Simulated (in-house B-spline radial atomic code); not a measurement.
RPA and G0W0 for Bi⁴⁺, [Xe] 4f14 5d10 6s1, highest spin, as one setting changes: the share of exact exchange in the PBE hybrid start. A dash marks a level of low quasi-particle weight. Computed with a B-spline radial code for spherical atoms: all electrons, scalar-relativistic (spin-free one-electron X2C), finite nucleus, each spin shell either full or empty, empty states to l = 9 with an (l + 1/2)⁻⁴ tail; G0W0 by contour deformation at full frequency.

Without the two-electron picture change, the correlation of inner shells comes somewhat too large for so heavy an element.

RPA overbinds a lone outer s electron by self-correlation, and G0W0 tends to as well.

```tsv
share of exact exchange in the PBE hybrid start	mean-field level (eV)	G0W0 level (eV)	RPA correlation (Eh)
0	-51.32	6s up -56.90	-7.1945
0.1	?	?	?
0.2	?	?	?
0.3	-52.55	6s up -56.73	-7.0561
0.4	-52.96	6s up -56.67	-7.012
0.5	-53.36	6s up -56.61	-6.9689
0.6	-53.77	6s up -56.56	-6.9267
0.7	-54.17	6s up -56.50	-6.8854
0.8	-54.57	6s up -56.44	-6.8449
0.9	-54.97	6s up -56.39	-6.8052
1	-55.36	6s up -56.33	-6.7662
```

**Question.** What belongs in the row for 0.1?

**Answer.** mean-field level (eV): -51.74; G0W0 level (eV): 6s up -56.85; RPA correlation (Eh): -7.1472.

**Question.** What belongs in the row for 0.2?

**Answer.** mean-field level (eV): -52.14; G0W0 level (eV): 6s up -56.79; RPA correlation (Eh): -7.1011.
